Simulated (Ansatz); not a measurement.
`C[S][Al]([CH3])[Cl]` + `N=O` → `CN=O` + `[CH3][Al]([SH])[Cl]` at 298.15 K and 1 bar (substitution at a C–S bond).

Computed with Ansatz on PBE0-D4/def2-TZVP structures; ΔE is electronic, products minus reactants. CCSD(T)/CBS is the MP2 limit (def2-TZVPP, def2-QZVPP) plus CCSD(T) − MP2 in def2-TZVPP, frozen cores. This one scheme is used for every species. Each species was taken in one conformer, which may not be the lowest.

```tsv
species	CCSD(T)/CBS energy (Eh)	H − E (kJ/mol)	S (J/(mol·K))
`C[S][Al]([CH3])[Cl]`	-1179.41428	227.1	398.1
`N=O`	-130.36585	46.9	220.5
`CN=O`	-169.63263	126.2	259.0
`[CH3][Al]([SH])[Cl]`	-1140.16049	144.1	355.2
```

H − E and S are ideal-gas, rigid-rotor, harmonic terms from PBE0-D4/def2-TZVP, for one conformer and one mirror image of each species. 1 Eh = 2625.50 kJ/mol, R = 8.31446 J/(mol·K).

Question: By hand: ΔE, ΔH, ΔS and ΔG.

Answer: ΔE = (-169.63263) + (-1140.16049) − (-1179.41428) − (-130.36585) = -0.01299 Eh = -34.1 kJ/mol. Δ(H − E) = 126.2 + 144.1 − 227.1 − 46.9 = -3.7, so ΔH = -37.8 kJ/mol. ΔS = 259.0 + 355.2 − 398.1 − 220.5 = -4.4 J/(mol·K). ΔG = -37.8 − 298.15 × (-4.4)/1000 = -36.5 kJ/mol.

Question: By hand: the equilibrium constant, and the temperature at which ΔG would vanish if ΔH and ΔS stayed fixed.

Answer: log₁₀ K = −ΔG/(RT ln 10) = 6.4. ΔG = 0 at ΔH/ΔS = 8591 K, far beyond where these terms or the molecules hold.

The number of gas molecules stays the same, so ΔS is small and ΔH decides. A doubt of 5 kJ/mol in ΔE shifts log₁₀ K by 0.9 here. Other conformers and mirror images would add mixing entropy, several J/(mol·K) or more a flexible species. Modes under 60 cm⁻¹, often nearly free rotors, make the harmonic entropy too high. These are equilibria of isolated gas molecules and say nothing of rates. Largest T1 diagnostic: 0.015 (customary marks: 0.02 for closed shells, 0.045 for open ones).
